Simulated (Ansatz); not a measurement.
System: CH₃Br₂Si, net charge 0, doublet state. It need not be the lowest isomer of its formula. 
Structure (B3LYP-D3(BJ)/def2-TZVP (Ansatz, a program for electronic structure) minimum search):
```
C
H 1 1.0905
H 1 1.0905 2 109.44
H 1 1.0920 2 109.09 3 119.29
Si 1 1.8754 2 109.91 4 119.92
Br 5 2.2460 1 108.81 2 -59.95
Br 5 2.2460 1 108.81 2 -179.54
```
Charge 0, spin multiplicity 2.

Basis-set convergence of Hartree-Fock and MP2 correlation energies (hartree) with Ansatz. Correlated levels leave the core frozen unless marked. UHF or UKS for open shells. Spin-orbit coupling is left out. The frozen core is the preceding noble-gas configuration, with the filled d and f shells of earlier blocks. No relativistic terms.

| basis | functions | E(HF) | E(corr, MP2) |
|---|---|---|---|
| def2-SVP | 111 | -5472.70399 | -0.45799 |
| def2-TZVPP | 211 | [?] | [?] |

Q: What belongs in the gaps?

A: 
- def2-TZVPP, E(HF): -5473.48545
- def2-TZVPP, E(corr, MP2): -0.59367
